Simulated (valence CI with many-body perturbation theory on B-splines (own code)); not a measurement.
Tb15+: what each term of the Hamiltonian does

Calculated by valence CI with perturbative core correlation (CI+MBPT): four valence electrons over a frozen Dirac-Fock core [Kr] 4d10, a basis of 8 s, 8 p, 9 d, 9 f, 6 g, 3 h, 2 i functions for each j, with the one-electron correlation potential Σ1, the two-electron term Σ2, the three-electron term Σ3, Breit, model QED; selected CI, second order for the rest, scaled by the run's own slope (own B-spline code, finite nucleus).

No measured levels were compared; by estimate terms of the open shell hold to a few per cent of their energy, and close levels can change places; configurations with another count of f electrons can be misplaced by thousands of cm⁻¹. Core correlation moves these levels by up to 49000 cm⁻¹, and in measured spectra 5 to 20 % of such shifts remained as error; rates that hang on mixing are uncertain with them.

Each rung adds one term. CI alone is the Dirac-Coulomb CI over the frozen core; QED comes last and gives the full result, which names the levels. Energies are above 4f4 5I_4 on the same rung, in cm⁻¹.

Names give the largest LS component (configuration and term), which can be under half, so a name can repeat, a term be missing and a line seem to break the LS rules; names also repeat where a configuration has a term twice.

```tsv
Level	CI alone	+ Σ1	+ Σ2	+ Σ3	+ Breit	Full
4f4 5I_5	3517	3744	4085	4099	3722	3744
4f4 5I_6	7248	7688	8335	8354	7575	7616
4f4 5I_7	11061	11694	12597	12608	11425	11483
4f4 5I_8	14893	15688	16801	16792	15212	15283
4f4 5F_1	23239	23570	22672	23073	23016	23034
4f4 5F_2	23964	24282	23346	23724	23660	23676
4f4 5F_3	26084	26562	25852	26233	25885	25916
4f4 5S_2	28031	28574	27943	27458	27071	27109
4f4 5F_4	27581	28000	27462	27658	27342	27367
4f4 3K_6	29976	30477	30596	30172	29500	29532
4f4 5F_5	31054	31767	31429	31770	30988	31040
4f4 3H_4	31390	32017	31981	31931	31616	31644
4f4 5G_2	33327	33634	31757	32067	32093	32102
4f4 3K_7	32750	33328	33279	32941	32067	32104
4f4 5G_3	33731	34093	32875	33143	33056	33071
4f4 3K_8	36020	36686	36599	36322	35186	35229
4f4 3H_5	36772	37605	37799	37728	37056	37104
4f3.5s 5I°_4	-11718	-5806	33138	34922	36633	37958
4f4 5G_4	38465	39257	38560	38622	38104	38149
4f4 3G_3	39578	40268	39998	40261	39808	39850
4f4 3D_2	40234	40827	40822	40964	40726	40757
4f3.5s 5I°_5	-8611	-2551	36639	38427	39899	41239
4f4 5G_5	42653	43618	43322	43262	42371	42436
4f4 3L_7	43146	43966	43830	43586	42481	42540
4f4 5G_6	42993	44062	44077	44110	43036	43104
4f4 3P_1	42796	43494	43778	43671	43314	43357
4f4 3L_8	45568	46444	46040	45990	44624	44688
4f4 3M_8	46790	47495	46814	46604	45432	45477
4f3.5s 5I°_6	-4532	1770	41267	43059	44143	45508
4f4 3L_9	47448	48284	47425	47448	45963	46018
4f4 3G_4	45268	46615	47294	47185	46350	46420
```

Question: How does the ionisation energy move along the ladder, and which term matters most?

Answer: CI alone 310.91, + Σ1 313.05, + Σ2 318.56, + Σ3 318.59, + Breit 318.64, + QED 318.66 eV. The largest step is Σ2, 5.51 eV. NIST lists 325 ± 16 eV (theoretical).
